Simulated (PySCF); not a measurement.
A GIAO shielding run with PySCF 2.14.0 with density-fitted response routines (density fitting, non-relativistic, gas phase) on `CC(C)N[Si@@H]1C=CC[SiH2]1`, C₆H₁₅NSi₂:

```
$ OMP_NUM_THREADS=1 python probes_run.py task.json out

{"job": {"kind": "nmr", "xc": "PBE0", "basis": "pcSseg-1"}, "charge": 0, "multiplicity": 1}
C     -3.250170    -1.009528    -0.349760
C     -2.081960    -0.024154    -0.347198
C     -2.294235     1.067867     0.704314
N     -0.842606    -0.735156    -0.140391
Si     0.671096    -0.181534    -0.747407
C      1.976599    -1.438631    -0.233301
C      3.099729    -0.991144     0.314098
C      3.399047     0.456554     0.560455
Si     1.877235     1.560869     0.178701
H     -4.181927    -0.496873    -0.574334
H     -3.083079    -1.779049    -1.098747
H     -3.341220    -1.487736     0.623798
H     -2.010341     0.447267    -1.332906
H     -1.459552     1.765948     0.691587
H     -3.213141     1.614408     0.508084
H     -2.359890     0.623613     1.695989
H     -0.848256    -1.229315     0.740450
H      0.468038    -0.139455    -2.207149
H      1.847870    -2.500789    -0.386812
H      3.885659    -1.679425     0.615290
H      4.247287     0.739535    -0.069156
H      3.750672     0.572543     1.588624
H      2.310880     2.685199    -0.663689
H      1.420529     2.178749     1.437412
```

Hardware: 1 thread of an Arm Neoverse V2, shared host. The job also computes population analyses, field gradients, ring-centre shieldings.

(1) How large is the calculation?

(2) How long does it take, and how much memory does it need?

Answers

(1) 86 electrons, 242 basis functions and 1294 auxiliary functions.

(2) 60 s of wall time, with 14 SCF cycles and 4 response iterations; peak memory 1.1 GiB. Times on a shared host scatter by some tens of per cent.
